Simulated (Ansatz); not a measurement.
The same path of AlCl$_{2}$H$_{3}$O (7 atoms, charge 0, multiplicity 1) was run twice with different band settings. Lost on the way: Al1–H2, O5–H7. Made: H2–H7.

Theory: Ansatz 0.2.0, RKS B3LYP-D4/6-31G*.

Relaxed end points:

```xyz
7
Properties=species:S:1:pos:R:3
Al 0.075 0.020 0.123
H 0.024 0.709 1.539
Cl 1.827 0.223 -1.059
Cl -1.761 -0.152 -0.979
O 0.106 -1.900 0.679
H -0.617 -2.390 0.243
H 0.018 -2.034 1.639
```

```xyz
7
Properties=species:S:1:pos:R:3
Al 0.047 -0.716 -0.487
H -0.005 0.293 2.079
Cl 1.814 0.342 -0.830
Cl -1.799 0.222 -0.837
O 0.152 -2.349 -0.038
H -0.642 -2.884 0.087
H 0.103 -0.433 2.210
```

Common settings: movable images 7; climbing image yes; spring 5.0 eV/Å²; optimiser quadratic models (default); force threshold 0.03 eV/Å; iteration limit 60; end points relaxed.

| run | start path |
| --- | --- |
| 1 | through a guess of the saddle point |
| 2 | straight line |

**Question.** What does each run give, and how far can it be trusted?

**Answer.** Run 1: converged after 9 iterations, highest image 0.954 eV above the first end. A vibrational analysis at the climbing image gives one clearly imaginary mode, 1363i cm⁻¹: a first-order saddle point.
Run 2: converged after 14 iterations, highest image 0.954 eV above the first end. Another band between the same ends (7 images) ends at a top of the same energy, where a vibrational analysis finds 1 clearly imaginary mode.
The orbitals stay closed-shell, which can raise the energy where a bond breaks towards radicals; this wasn't checked here.
